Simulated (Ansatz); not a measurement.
`[CH3][Sn]([NH2])([F])[F]` → `[F][Sn][F]` + CH₃NH₂ at 600 K and 1 bar (stannylene formation by 1,1-elimination).

Isolated molecules relaxed with PBE0-D4/def2-TZVP in Ansatz; ΔE leaves out vibrations. CBS: MP2 limit from def2 TZ/QZ plus the TZ coupled-cluster correction, frozen cores. Elements past krypton have def2 core potentials. For Sn outer-core shells are correlated without core-valence functions, which leaves a few kJ/mol of doubt a bond. Each species was taken in one conformer, which may not be the lowest.

```
                   species  CCSD(T)/CBS energy (Eh)  H − E (kJ/mol)  S (J/(mol·K))
`[CH3][Sn]([NH2])([F])[F]`               -509.47039           239.7          496.2
              `[F][Sn][F]`               -413.70076            36.7          319.0
                    CH₃NH₂                -95.75281           199.3          283.8
```

H − E and S are ideal-gas, rigid-rotor, harmonic terms from PBE0-D4/def2-TZVP, for one conformer and one mirror image of each species. 1 Eh = 2625.50 kJ/mol, R = 8.31446 J/(mol·K).

Problem. By hand: ΔE, ΔH, ΔS and ΔG.

Solution. ΔE = (-413.70076) + (-95.75281) − (-509.47039) = 0.01682 Eh = 44.2 kJ/mol. Δ(H − E) = 36.7 + 199.3 − 239.7 = -3.7, so ΔH = 40.5 kJ/mol. ΔS = 319.0 + 283.8 − 496.2 = 106.6 J/(mol·K). ΔG = 40.5 − 600 × (106.6)/1000 = -23.5 kJ/mol.

Problem. By hand: the equilibrium constant, and the temperature at which ΔG would vanish if ΔH and ΔS stayed fixed.

Solution. log₁₀ K = −ΔG/(RT ln 10) = 2.0. ΔG = 0 at ΔH/ΔS = 380 K.

The number of gas molecules changes by +1, which sets the sign of ΔS. A doubt of 5 kJ/mol in ΔE shifts log₁₀ K by 0.4 here. Other conformers and mirror images would add mixing entropy, several J/(mol·K) or more a flexible species. Modes under 60 cm⁻¹, often nearly free rotors, make the harmonic entropy too high. These are equilibria of isolated gas molecules and say nothing of rates. Largest T1 diagnostic: 0.017 (customary marks: 0.02 for closed shells, 0.045 for open ones).
